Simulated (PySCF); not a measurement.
**IWN: breathing scan**

All numbers come from PySCF, UPBE0, basis W def2-SVP with ECP60, N def2-SVP, I def2-SVP with ECP28 (scalar-relativistic core potentials, no spin–orbit coupling, density fitting).

Rigid scan from the triplet minimum (W–I 2.634 Å, W–N 1.653 Å; I–W–N 107.4°). Coordinate: all bonds to the central atom scaled together. Energies in kJ/mol from the minimum.

| scale of all bonds to the centre | E (kJ/mol) | dipole size (D) | ⟨S²⟩ |
| --- | --- | --- | --- |
| 0.88 | 269.6 | 3.35 | 2.01 |
| 0.92 | 105.1 | 3.71 | 2.02 |
| 0.96 | 23.1 | 4.05 | 2.03 |
| 1.00 | 0.0 | 4.37 | 2.05 |
| 1.04 | 17.9 | 4.65 | 2.09 |
| 1.08 | 62.5 | 4.89 | 2.19 |
| 1.14 | 154.2 | 5.13 | 2.54 |
| 1.22 | 282.2 | 5.26 | 3.16 |
| 1.35 | 457.9 | 5.18 | 3.98 |

Spin contamination is strong at 1.14, 1.22, 1.35, so these points are less reliable.

With open d or f shells other occupations or spin states may lie lower. With an element this heavy the missing spin–orbit coupling can shift these numbers.

Other isomers or separated fragments may lie lower.
